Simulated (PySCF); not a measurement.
Compound: F2H4SSi2.
Bonds: F1–Si2, Si2–S3, S3–Si4, Si4–F5. Hydrogens: H6, H7 on Si2; H8, H9 on Si4.

Computed, not measured: PBE0-D3(BJ)/def2-SVP geometry optimisation, gas phase (PySCF 2.14.0).

Problem. List the bond lengths, angles and torsions at this level.

Solution. 
```json
{"bond": "F1–Si2, Si4–F5", "length (pm)": "162.2", "order": "single"}
{"bond": "Si2–S3, S3–Si4", "length (pm)": "213.6", "order": "single"}
{"bond": "Si2–H6 and 3 like bonds", "length (pm)": "148.4", "order": "single"}
```

Bonds in one row agree within 1 pm and their mean is given. Orders are formal, as drawn. A selection of angles:
```json
{"angle": "F1–Si2–S3", "degrees": "110.4"}
{"angle": "F1–Si2–H6", "degrees": "108.5"}
{"angle": "S3–Si2–H6", "degrees": "106.8"}
{"angle": "S3–Si2–H7", "degrees": "110.6"}
{"angle": "H6–Si2–H7", "degrees": "113.5"}
{"angle": "Si2–S3–Si4", "degrees": "98.3"}
{"angle": "S3–Si4–F5", "degrees": "110.5"}
{"angle": "S3–Si4–H9", "degrees": "110.4"}
```

Torsions: F1–Si2–S3–Si4 -81° (synclinal); Si2–S3–Si4–F5 -82° (synclinal). The mirror-image conformer, all signs reversed, is as good.

Si2 (fluorine-bound silicon) is distorted tetrahedral (angles from 106.8° to 113.5°).

Point group: C2 (tolerance 0.08 Å). No frequency check. One conformer, not necessarily the lowest.
